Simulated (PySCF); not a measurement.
PySCF input for InFBr2, SMILES [F][In]([Br])[Br], TDA-B3LYP/def2-SVPD. Coordinates come from a B3LYP-D3(BJ)/def2-SVP optimisation. The structure was generated by enumeration; whether it is a known compound was not checked. The def2 effective core potentials stand for the cores of In; spin–orbit coupling is left out.

```python
import numpy as np
from pyscf import gto, scf, dft, tdscf

mol = gto.M(
    atom='''
    In    0.00000000   -0.00000000    0.49041798
    F     0.00000000   -0.00000001    2.44441646
    Br    0.00000000    2.18600029   -0.65757470
    Br    0.00000000   -2.18600029   -0.65757471
    ''',
    basis='def2-SVPD',
    ecp={'In': 'def2-svp'},
    charge=0,
    spin=0,
    symmetry=True,
    max_memory=1600,
    verbose=4,
)
mf = dft.RKS(mol, xc='b3lyp').density_fit(auxbasis='def2-universal-jkfit')
mf.grids.level = 3
mf.conv_tol = 1e-9
mf.max_cycle = 100
mf.kernel()
mf.grids = dft.Grids(mol).set(level=1).build(with_non0tab=True)  # coarser grid for the response kernel
td = tdscf.TDA(mf)
td.singlet = True
td.nstates = 10
td.conv_tol = 1e-4
td.positive_eig_threshold = 1e-6
td.kernel(x0=td.get_init_guess(mf, 15))
td.analyze()
tt = tdscf.TDA(mf)
tt.singlet = False
tt.nstates = 4
tt.conv_tol = 1e-4
tt.positive_eig_threshold = 1e-6
tt.kernel(x0=tt.get_init_guess(mf, 9))
tt.analyze(verbose=3)
```

Log of the run:

```
PySCF version 2.14.0

[INPUT] verbose = 4
[INPUT] num. atoms = 4
[INPUT] num. electrons = 100
[INPUT] charge = 0
[INPUT] spin (= nelec alpha-beta = 2S) = 0
[INPUT] symmetry True subgroup None
[INPUT] Mole.unit = angstrom
[INPUT] Symbol           X                Y                Z      unit          X                Y                Z       unit  Magmom
[INPUT]  1 In     0.000000000000   0.000000000000   0.490417980000 AA    0.000000000000   0.000000000000   0.926755668762 Bohr   0.0
[INPUT]  2 F      0.000000000000  -0.000000010000   2.444416460000 AA    0.000000000000  -0.000000018897   4.619277643779 Bohr   0.0
[INPUT]  3 Br     0.000000000000   2.186000290000  -0.657574700000 AA    0.000000000000   4.130941856320  -1.242636089443 Bohr   0.0
[INPUT]  4 Br     0.000000000000  -2.186000290000  -0.657574710000 AA    0.000000000000  -4.130941856320  -1.242636108340 Bohr   0.0

nuclear repulsion = 602.356144743385
point group symmetry = C2v
symmetry origin: [ 0.00000000e+00 -1.32871358e-09 -2.80506229e-09]
symmetry axis x: [-1. -0. -0.]
symmetry axis y: [0.00000000e+00 1.00000000e+00 2.28389887e-09]
symmetry axis z: [ 0.00000000e+00 -2.28389887e-09  1.00000000e+00]
num. orbitals of irrep A1 = 54
num. orbitals of irrep A2 = 18
num. orbitals of irrep B1 = 25
num. orbitals of irrep B2 = 40
number of shells = 51
number of NR pGTOs = 266
number of NR cGTOs = 137
basis = def2-SVPD
ecp = {'In': 'def2-svp'}


[settings echo left out]
init E= -5414.51270171475
HOMO (B2) = -0.608851212286547  LUMO (A1) = -0.569939091026207  gap/eV = 1.05885
cycle= 1 E= -5436.26517208219  delta_E= -21.8  |g|= 2.43  |ddm|= 13.3
HOMO (A1) = 0.0176354811003612  LUMO (B1) = 0.0292909143996027  gap/eV = 0.31716
cycle= 2 E= -5417.63937104596  delta_E= 18.6  |g|=  8.1  |ddm|= 21.3
HOMO (B2) = -0.407536215754263  LUMO (A1) = -0.166390286382061  gap/eV = 6.56191
cycle= 3 E= -5437.52140398168  delta_E= -19.9  |g|= 1.17  |ddm|= 20.1
HOMO (B2) = -0.230630716890847  LUMO (A1) = -0.122233348698892  gap/eV = 2.94964
cycle= 4 E= -5437.45664281062  delta_E= 0.0648  |g|= 1.48  |ddm|=  2.2
HOMO (B2) = -0.294868636721564  LUMO (A1) = -0.121786201442909  gap/eV = 4.70981
cycle= 5 E= -5437.84177195432  delta_E= -0.385  |g|= 0.207  |ddm|= 1.11
HOMO (B2) = -0.323873066486545  LUMO (A1) = -0.138769565848456  gap/eV = 5.03692
cycle= 6 E= -5437.84949714758  delta_E= -0.00773  |g|= 0.0853  |ddm|= 0.345
HOMO (B2) = -0.322590821083701  LUMO (A1) = -0.139021325273866  gap/eV = 4.99518
cycle= 7 E= -5437.85054636075  delta_E= -0.00105  |g|= 0.015  |ddm|= 0.052
HOMO (B2) = -0.321270767396378  LUMO (A1) = -0.13864494457691  gap/eV = 4.96950
cycle= 8 E= -5437.85060491289  delta_E= -5.86e-05  |g|= 0.00247  |ddm|= 0.0194
HOMO (B2) = -0.321196156597576  LUMO (A1) = -0.138390812833507  gap/eV = 4.97439
cycle= 9 E= -5437.85060699403  delta_E= -2.08e-06  |g|= 0.00049  |ddm|= 0.00402
HOMO (B2) = -0.321273950916677  LUMO (A1) = -0.138447173060747  gap/eV = 4.97497
cycle= 10 E= -5437.85060706108  delta_E= -6.7e-08  |g|= 0.000117  |ddm|= 0.000723
HOMO (B2) = -0.321266239684771  LUMO (A1) = -0.138444517997605  gap/eV = 4.97483
cycle= 11 E= -5437.85060706426  delta_E= -3.19e-09  |g|= 1.54e-05  |ddm|= 0.000163
HOMO (B2) = -0.321266906369434  LUMO (A1) = -0.138444464959122  gap/eV = 4.97485
cycle= 12 E= -5437.85060706433  delta_E= -6.73e-11  |g|= 7.19e-06  |ddm|= 2.6e-05
HOMO (B2) = -0.321266408343622  LUMO (A1) = -0.138444148672797  gap/eV = 4.97485
Extra cycle  E= -5437.85060706433  delta_E= -3.64e-12  |g|= 6.34e-06  |ddm|= 1.56e-05
converged SCF energy = -5437.85060706433
tot grids = 28056
Overwritten attributes  positive_eig_threshold  of <class 'pyscf.tdscf.rks.TDA'>


******** <class 'pyscf.tdscf.rks.TDA'> for <class 'pyscf.df.df_jk.DFSymAdaptedRKS'> ********
nstates = 10 singlet
deg_eia_thresh = 1.000e-03
wfnsym = None
conv_tol = 0.0001
eigh lindep = 1e-12
eigh level_shift = 0
eigh max_cycle = 100


Excitation energies (eV)
[4.00547114 4.06876957 4.18793762 4.36484658 5.39210902 5.49639657
 5.64989861 5.85165458 5.85370017 6.01347119]

** Singlet excitation energies and oscillator strengths **
Excited State   1:   B2      4.00547 eV    309.54 nm  f=0.0118
      50 -> 51        0.70129
Excited State   2:   A2      4.06877 eV    304.72 nm  f=0.0000
      49 -> 51       -0.70605
Excited State   3:   A1      4.18794 eV    296.05 nm  f=0.0209
      48 -> 51       -0.70202
Excited State   4:   B1      4.36485 eV    284.05 nm  f=0.0169
      47 -> 51       -0.70506
Excited State   5:   B2      5.39211 eV    229.94 nm  f=0.0703
      43 -> 51        0.20625
      46 -> 51        0.52660
      49 -> 52       -0.41835
Excited State   6:   A2      5.49640 eV    225.57 nm  f=0.0000
      50 -> 52        0.70640
Excited State   7:   B1      5.64990 eV    219.44 nm  f=0.0007
      48 -> 52       -0.70616
Excited State   8:   B1      5.85165 eV    211.88 nm  f=0.0131
      45 -> 51       -0.70304
Excited State   9:   B2      5.85370 eV    211.80 nm  f=0.0390
      43 -> 51       -0.53998
      46 -> 51       -0.12355
      49 -> 52       -0.43242
Excited State  10:   A1      6.01347 eV    206.18 nm  f=0.0001
      44 -> 51        0.31617
      47 -> 52        0.62404

** Transition electric dipole moments (AU) **
state          X           Y           Z        Dip. S.      Osc.
  1         0.0000      0.3474      0.0000      0.1207      0.0118
  2        -0.0000     -0.0000     -0.0000      0.0000      0.0000
  3         0.0000      0.0000     -0.4517      0.2040      0.0209
  4        -0.3981      0.0000      0.0000      0.1585      0.0169
  5         0.0000     -0.7297     -0.0000      0.5325      0.0703
  6        -0.0000     -0.0000      0.0000      0.0000      0.0000
  7        -0.0704     -0.0000     -0.0000      0.0050      0.0007
  8         0.3022     -0.0000      0.0000      0.0913      0.0131
  9        -0.0000      0.5212      0.0000      0.2716      0.0390
 10         0.0000      0.0000     -0.0185      0.0003      0.0001

WARN: ECP detected. Skipping calculation of transition velocity and magnetic dipole moments, which have not yet been implemented.



******** <class 'pyscf.tdscf.rks.TDA'> for <class 'pyscf.df.df_jk.DFSymAdaptedRKS'> ********
nstates = 4 triplet
deg_eia_thresh = 1.000e-03
wfnsym = None
conv_tol = 0.0001
eigh lindep = 1e-12
eigh level_shift = 0
eigh max_cycle = 100


Excitation energies (eV)
[3.63593591 3.74838238 3.78721978 3.99092513]

** Triplet excitation energies and oscillator strengths **
Excited State   1:   B2      3.63594 eV    341.00 nm  f=0.0000
Excited State   2:   A2      3.74838 eV    330.77 nm  f=0.0000
Excited State   3:   A1      3.78722 eV    327.38 nm  f=0.0000
Excited State   4:   B1      3.99093 eV    310.67 nm  f=0.0000
```

The run converged.

Cost: very roughly 110 core-seconds.
